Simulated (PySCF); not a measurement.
## Pr²⁹⁺: ionisation energy

Pr²⁹⁺ [Ar] 3d10 4s2 → Pr³⁰⁺ [Ar] 3d10 4s1 [4s1/2^1, M_J = 1/2], as a difference of total energies. Calculation: PySCF 2.14, in an even-tempered Gaussian basis (17 s from 2.6 bohr⁻², ratio 2.8; 13 p from 3.4 bohr⁻², ratio 2.8; 8 d from 6 bohr⁻², ratio 2.8; 4 f from 15 bohr⁻², ratio 3); the two-component X2C-1e Hamiltonian. Correlated levels: [Ne] frozen; the 74 highest virtual spinors dropped. "Screened" scales the spin-orbit matrix elements by Boettger's factors to mimic the two-electron term; Breit and QED terms are absent.

| method | ionisation energy (eV) |
| --- | --- |
| GHF (spin-free) | 1117.2 |
| GMP2 (spin-free) | 1119.7 |
| GHF (screened spin-orbit) | 1117.1 |
| GMP2 (screened spin-orbit) | 1119.7 |

Q: How much does correlation contribute at GMP2 (screened spin-orbit)?

A: 1119.7 − (1117.1) = 2.6 eV, measured against GHF (screened spin-orbit).

Breit and QED terms and the two-electron picture change are absent.

For comparison: 1124 ± 4 eV (theoretical estimate listed by NIST; NIST Atomic Spectra Database, ionization energies).
